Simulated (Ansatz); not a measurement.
BeMe(NH2) (CH₅BeN). Total charge 0; triplet. Geometry r2SCAN-D4/def2-TZVP, that of the neutral singlet; atoms count from 1.

```tsv
atom	x (Å)	y (Å)	z (Å)
Be1	0.168	0.052	0.226
C2	-0.836	-0.209	-1.103
H3	-1.158	0.721	-1.582
H4	-1.743	-0.758	-0.831
H5	-0.338	-0.806	-1.875
N6	1.069	0.275	1.415
H7	0.761	0.455	2.357
H8	2.077	0.271	1.392
```

At PBE0-D4/def2-TZVP a singlet of charge 0 lies 5.57 eV below the triplet at the same geometry.

(1) Estimate the Mulliken populations from the PBE0/def2-TZVP orbitals of Ansatz.

(2) Where does the spin sit?

(3) And the Mayer bond orders between bonded heavy atoms (over 0.3)?

Results:

(1) 
| atom | charge (e) | spin (α − β) |
| --- | --- | --- |
| Be1 | -0.22 | 0.63 |
| C2 | -0.56 | 0.14 |
| H3 | 0.15 | -0.01 |
| H4 | 0.15 | -0.01 |
| H5 | 0.15 | -0.01 |
| N6 | 0.19 | 0.82 |
| H7 | 0.07 | 0.22 |
| H8 | 0.06 | 0.23 |
Mulliken values and Mayer orders depend strongly on the basis.

(2) Summed by element: Be 0.63, C 0.14, H 0.41, N 0.82, of 2 unpaired in all. Largest on single atoms: N6 0.82, Be1 0.63, H8 0.23.

(3) Be1–C2 1.29 (1.69 Å); Be1–N6 0.64 (1.51 Å).
